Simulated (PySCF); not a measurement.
PySCF 2.14 output of an unrestricted LDA calculation on a single atom or ion in pcseg-2 (6s4p3d2f1g, 56 functions), with the non-relativistic Hamiltonian (point nucleus):

```
SCF conv_tol = 1e-09
number electrons alpha = 13  beta = 9
    P. A. M. Dirac.,  Math. Proc. Cambridge Philos. Soc. 26, 376 (1930)
    F. Bloch.,  Z. Phys. 57, 545 (1929)
    S. H. Vosko, L. Wilk, and M. Nusair.,  Can. J. Phys. 58, 1200 (1980)
cycle= 1 E= -941.511809847615  delta_E= -0.00547  |g|= 0.0984  |ddm|= 0.177
cycle= 2 E= -941.506602338761  delta_E= 0.00521  |g|= 0.158  |ddm|= 0.168
cycle= 3 E= -941.515116087407  delta_E= -0.00851  |g|= 0.00189  |ddm|= 0.116
cycle= 4 E= -941.515115867061  delta_E= 2.2e-07  |g|= 0.000975  |ddm|= 0.0341
cycle= 5 E= -941.515114705119  delta_E= 1.16e-06  |g|= 6.13e-05  |ddm|= 0.0154
cycle= 6 E= -941.515114704183  delta_E= 9.36e-10  |g|= 1.66e-05  |ddm|= 0.00077
converged SCF energy = -941.515114704183  <S^2> = 6.0001516  2S+1 = 5.0000607
```

The run itself started from symmetry-adapted Hartree-Fock orbitals and held the occupation by maximum overlap, on a logarithmic radial grid, so the iterations belong to that start.

Question: Which element, charge and spin multiplicity is this?

Answer: V⁺ (vanadium, charge +1), multiplicity 5; the state was [Ar] 3d4, high-spin 5D determinant.
